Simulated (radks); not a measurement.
Values are calculated unless marked as measured or tabulated.
Sc0.4+, 20.6 electrons, occupied as [Ne] 3s(up 1, down 0.6) 3p6 3d1 4s2 (fractional occupations, a model configuration).

Code: a radial shooting solver on a logarithmic mesh with Libxc functionals. Model: scalar-relativistic Kohn-Sham, PBE, spin-polarised, spherical densities, finite nucleus; open shells are filled with parallel spins first; Fermi nuclear charge, rms radius 3.5459 fm.

Energy parts (hartree):
| part | energy |
|---|---|
| total | -763.22347 |
| kinetic | 769.02741 |
| electron-nucleus | -1809.27197 |
| Hartree | 315.69335 |
| exchange-correlation | -38.67225 |

Orbitals (lengths in bohr, moments of r in powers of bohr; <r^-3> diverges for s and p1/2):
1s up: occ. 1; eigenvalue (hartree) -161.8474; <1/r> 20.77
1s down: occ. 1; eigenvalue (hartree) -161.8416; <1/r> 20.77
2s up: occ. 1; eigenvalue (hartree) -17.67037; <1/r> 4.297
2s down: occ. 1; eigenvalue (hartree) -17.65539; <1/r> 4.298
2p up: occ. 3; eigenvalue (hartree) -14.50797; <r^-3> 223.5; <1/r> 4.200
2p down: occ. 3; eigenvalue (hartree) -14.49485; <r^-3> 223.7; <1/r> 4.201
3s up: occ. 1; eigenvalue (hartree) -2.24356; <1/r> 1.315
3s down: occ. 0.6; eigenvalue (hartree) -2.18764; <1/r> 1.313
3p up: occ. 3; eigenvalue (hartree) -1.44996; <r^-3> 25.40; <1/r> 1.188
3p down: occ. 3; eigenvalue (hartree) -1.39650; <r^-3> 25.24; <1/r> 1.184
3d up: occ. 1; eigenvalue (hartree) -0.30173; <r^-3> 1.658; <1/r> 0.8425
3d down: occ. 0; eigenvalue (hartree) -0.25949; <r^-3> 1.577; <1/r> 0.8183
4s up: occ. 1; eigenvalue (hartree) -0.25745; <1/r> 0.3827
4s down: occ. 1; eigenvalue (hartree) -0.24653; <1/r> 0.3732

The highest occupied level is 4s down at -6.709 eV. The configuration is held as typed, so some empty levels lie below it. The electron density at the nucleus is 7286 e/bohr^3 (large components only).
